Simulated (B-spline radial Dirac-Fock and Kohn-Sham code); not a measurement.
**Tl³⁴⁺: eigenvalues, ΔSCF and the reference**

System: thallium as Tl³⁴⁺ in the configuration [Kr] 4d10 4f1.

The density-functional columns are spherical, spin-unpolarised Dirac-Kohn-Sham results without Breit or QED terms: −ε is minus the orbital energy of the initial state and ΔSCF the difference of two total energies. The reference in the last column comes from relaxed Dirac-Fock hole states (ΔSCF) with Breit and QED corrections and a finite nucleus. All numbers are from a radial B-spline solver, in eV; a selection of levels is shown. For the 1s level of heavy atoms much of the gap between ΔSCF and the reference is the Breit and QED part, -474.5 eV here; for other levels the error of the functional can be larger.

```
level   LDA −ε  LDA ΔSCF  Dirac-Fock
    K  86681.5   87336.9     86873.6
   L1  16511.5   16653.5     16708.8
   L2  15911.0   16087.8     16052.5
   L3  13849.0   13999.9     14012.1
   M1   4944.4    5001.3      5059.0
   M2   4674.0    4734.1      4768.1
   M3   4211.0    4266.3      4303.8
   M4   3763.5    3826.8      3833.0
   M5   3664.7    3726.3      3735.8
   N1   2008.6    2038.7      2067.7
   N2   1891.0    1921.3      1939.0
   N3   1757.0    1785.6      1805.0
   N4   1565.8    1594.9      1594.4
   N5   1538.4    1567.0      1567.5
 N6,7   1299.9    1330.5      1327.6
```

Values without a named source are computed, but for edge energies of neutral atoms, which are taken from tables.
